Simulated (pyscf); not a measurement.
## HO–TaH(OH)(Cl)–Cl (SMILES [OH][TaH]([OH])([Cl])[Cl]), singlet

Gas-phase minimum from PySCF at ωB97X-D3(BJ)/def2-SVP, one conformer. 

SMILES: [OH][TaH]([OH])([Cl])[Cl]
```xyz
8

O     -0.2237     1.4441     0.6294
Ta    -1.0802     0.0341    -0.2844
O     -1.3047    -1.4341    -1.4463
Cl    -2.5732     1.3964    -1.3935
Cl    -1.6067    -1.1439     1.6259
H      0.6142     1.8961     0.7525
H      0.5349    -0.1111    -0.9230
H     -0.8584    -2.0073    -2.0738
```

Bond lengths (Å): O1–Ta2 1.886, O1–H6 0.960, Ta2–O3 1.886, Ta2–Cl4 2.305, Ta2–Cl5 2.305, Ta2–H7 1.743, O3–H8 0.960. Bond angles (°): Ta2–O1–H6 144.2, O1–Ta2–O3 159.2, O1–Ta2–Cl4 94.9, O1–Ta2–Cl5 94.8, O1–Ta2–H7 79.6, O3–Ta2–Cl4 95.0, O3–Ta2–Cl5 94.9, O3–Ta2–H7 79.6, Cl4–Ta2–Cl5 123.6, Cl4–Ta2–H7 118.2, Cl5–Ta2–H7 118.2, Ta2–O3–H8 144.3.

Properties at ωB97X-D3(BJ)/def2-SVP:

- Harmonic wavenumbers, unscaled: 90, 146, 168, 180, 213, 357, 392, 394, 453, 489, 575, 662, 731, 758, 1034, 1963, 3980, 3984 cm⁻¹
- Zero-point energy: 23.7 kcal/mol
- Rotational symmetry number: 2
- Entropy of this conformer at 298 K and 1 atm, rigid rotor and harmonic oscillator, modes under 100 cm⁻¹ raised to 100: 373.4 J/(mol K)
- Dipole moment: 2.77 D

Single-point totals, which compare only within one level:

```
level                   total energy (hartree)
----------------------  ----------------------
ωB97X-D3(BJ)/def2-TZVP             -1130.07467
PBE/def2-TZVP                      -1129.50445
r²SCAN/def2-TZVP                   -1129.90782
B3LYP-D3(BJ)/def2-TZVP             -1130.06857
PBE0-D3(BJ)/def2-TZVP              -1129.53088
M06-2X/def2-TZVP                   -1129.79955
ωB97M-D3(BJ)/def2-TZVP             -1130.08752
```

Soft torsions are taken as harmonic, which can shift the entropy by several J/(mol K). Elements past Kr carry the def2 core potentials, without spin-orbit coupling.
